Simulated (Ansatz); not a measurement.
```yaml
crystal:
  periodic: [false, false, false]
  atoms:
    - {symbol: Mo, position_ang: [0.142003, 0.194714, 0.349872]}
    - {symbol: O, position_ang: [0.331701, 0.477326, 1.857012]}
    - {symbol: O, position_ang: [2.078021, -0.378923, -0.245635]}
    - {symbol: O, position_ang: [-0.681693, 1.376056, -0.834223]}
    - {symbol: H, position_ang: [-0.714111, 2.001853, -0.525115]}
    - {symbol: O, position_ang: [-0.776870, -1.485408, -0.084949]}
    - {symbol: H, position_ang: [-0.134185, -2.148682, -0.298492]}
basis:
  gaussian: {orbitals: def2-mTZVPP}
magnetization: {spin_polarized: true, initial_magnetization: 0}
hamiltonian: {xc: {name: CAM-B3LYP}}
scf: {lower_state_search: off}
output: {forces: true}
```

```sh
$ ansatz run in.yaml --threads 4 --pin off --events-out ev --progress --plain --max-ram 3916MiB
```

Shortened log:

```
Functional definition: CAM-B3LYP
1078 factors; their error is unknown
388 factors; integrals over basis functions are off by at most 1.3e-5 eV
mean field evaluation 1: about -10041.8677 eV, gradient 9.2e1 eV
mean field evaluation 2: about -9750.1138 eV, gradient 2.5e2 eV
mean field evaluation 4: about -10047.8906 eV, gradient 8.3e1 eV
mean field evaluation 8: about -10072.4370 eV, gradient 3.4e0 eV
mean field evaluation 16: about -10072.5471 eV, gradient 1.1e-3 eV
mean field -10072.54711921 eV, -370.1592792134 hartree, gradient 4.8e-6 eV, S^2 0.000000; 0 other end points of the search recorded, 0 dependent functions left out
reference -10072.54726623 eV, -370.1592846163 hartree; 24, 24 occupied and 115, 115 virtual orbitals, 1078 factors
Total energy: -10072.54726623 eV, -370.1592846163 hartree
Atom 0 at     0.142003     0.194714     0.349872 Å, force     6.687367    -8.205128   -12.583898 eV/Å
Atom 1 at     0.331701     0.477326     1.857012 Å, force     0.428181     2.421809     9.569273 eV/Å
Atom 2 at     2.078021    -0.378923    -0.245635 Å, force    -7.111678     2.439407     2.113552 eV/Å
Atom 3 at    -0.681693     1.376056    -0.834223 Å, force     2.047419   -32.633716   -15.595988 eV/Å
Atom 4 at    -0.714111     2.001853    -0.525115 Å, force    -2.604469    34.720422    15.640662 eV/Å
Atom 5 at    -0.776870    -1.485408    -0.084949 Å, force     0.020203     2.117480     1.161083 eV/Å
Atom 6 at    -0.134185    -2.148682    -0.298492 Å, force     0.532977    -0.860274    -0.304684 eV/Å
Dipole moment:    -0.539850     0.381334     0.224784 e Å
Checks for a lower state left out: stability, starts, cluster_reference, orbital_swaps, neighbouring_geometries, increment
```

Run time 3 s (4 threads of Arm Neoverse V2 on a shared host).

In the def2 sets Mo takes a core potential; there is no spin–orbit coupling.
